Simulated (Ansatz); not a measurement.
A search over several starts for the lowest SCF solution of TiCl4⁻ at the given spin, in a small basis.

```yaml
crystal:
  periodic: [false, false, false]
  atoms:
    - {symbol: Ti, position_ang: [0.000004, -0.000005, 0.000001]}
    - {symbol: Cl, position_ang: [0.009840, -0.015095, 2.172689]}
    - {symbol: Cl, position_ang: [2.045195, 0.010001, -0.733474]}
    - {symbol: Cl, position_ang: [-1.031759, 1.776546, -0.707261]}
    - {symbol: Cl, position_ang: [-1.023270, -1.771458, -0.731954]}
basis:
  gaussian: {orbitals: def2-SVP}
total_charge: -1
magnetization: {spin_polarized: true, initial_magnetization: 1}
hamiltonian: {xc: pbe0, dispersion: d4}
output: {orbitals: {seedname: orbitals}}
```

```sh
$ ansatz run in.yaml --threads 2 --pin off --events-out ev --progress --plain --max-ram 4352MiB
```

Shortened log:

```
Functional definition: PBE0
982 factors; integrals over basis functions are off by at most 9.9e-4 eV
mean field evaluation 1: about -73174.4762 eV, gradient 7.1e0 eV
mean field evaluation 2: about -73173.8048 eV, gradient 1.4e1 eV
mean field evaluation 4: about -73174.7917 eV, gradient 5.2e-1 eV
mean field evaluation 8: about -73174.8847 eV, gradient 3.8e-2 eV
mean field evaluation 16: about -73174.8848 eV, gradient 1.8e-4 eV
mean field evaluation 32: about -73174.8946 eV, gradient 1.3e-5 eV
mean field evaluation 64: about -73174.4729 eV, gradient 2.5e0 eV
mean field -73174.89459027 eV, -2689.1277764674 hartree, gradient 2.8e-6 eV, S^2 0.752920; 8 other end points of the search recorded, 0 dependent functions left out
reference -73174.89466595 eV, -2689.1277792486 hartree; 46, 45 occupied and 57, 58 virtual orbitals, 982 factors
Total energy: -73175.11534899 eV, -2689.1358892009 hartree
```

Run time 17 s (2 threads of Intel Xeon 6975P-C on a shared host).

Other converged states that the search met: 0.01 eV higher (⟨S²⟩ = 0.75).
